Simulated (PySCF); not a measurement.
Bonds (- single, = double, # triple, : aromatic): C1-C2 1.490 Å, C2=N3 1.249 Å, N3-Si4 1.724 Å, Si4-O5 1.625 Å. C1 carries H6, H7, H8; C2 carries H9; Si4 carries H10, H11; O5 carries H12. Stereochemistry as in C/C=N/[SiH2]O.

- shielding tensors at PBE0/pcSseg-1 (GIAO)
- GFN2-xTB structure
- program: PySCF
- equivalent nuclei averaged, no relativistic terms, one conformer, no solvent model

Scale: TMS for $^{13}$C (σref 186.93), $^{1}$H (σref 31.72), $^{29}$Si (σref 349.16); NH3 for $^{15}$N (σref 267.73); $^{17}$O (σref 336.08) vs H2O (reference shieldings calculated alike).

| atoms | nucleus | count | Hirshfeld charge | δ (ppm) |
| --- | --- | --- | --- | --- |
| H12 | $^{1}$H | 1 | 0.18 | 1.58 |
| C2 | $^{13}$C | 1 | 0.08 | ? |
| C1 | $^{13}$C | 1 | -0.12 | 33.4 |
| O5 | $^{17}$O | 1 | -0.32 | ? |
| H6/H7/H8 | $^{1}$H | 3 | 0.05 | 2.16 |
| N3 | $^{15}$N | 1 | -0.25 | ? |
| Si4 | $^{29}$Si | 1 | 0.41 | -35.0 |
| H10/H11 | $^{1}$H | 2 | -0.09 | 5.13 |
| H9 | $^{1}$H | 1 | 0.04 | 8.81 |

Fill in the missing shifts.

Results:


- C2: 175.7 ppm, C=N carbon
- N3: 388.5 ppm, imine nitrogen
- O5: 29.3 ppm, oxygen bonded to Si, H

OH and NH positions are those of a molecule without intermolecular hydrogen bonds; in solution they move with solvent, concentration and temperature, and exchange usually removes their couplings. Shifts are as computed. Against solution values, carbons near 30 ppm lie about +3 ppm off and those near 130 ppm about +5 ppm. Of 1211 compounds with measured shifts, 218 miss one by over three times the rms of a fit or turn the order of signals round; such compounds aren't used in these exercises. Experimental scales use liquid or dissolved standards, which lie at an offset from isolated NH3 (liquid NH3: subtract about 20 ppm) and H2O (liquid H2O: subtract about 36 ppm). Unscaled 15N shifts of sp2 nitrogen come out 20 to 40 ppm too high even then.
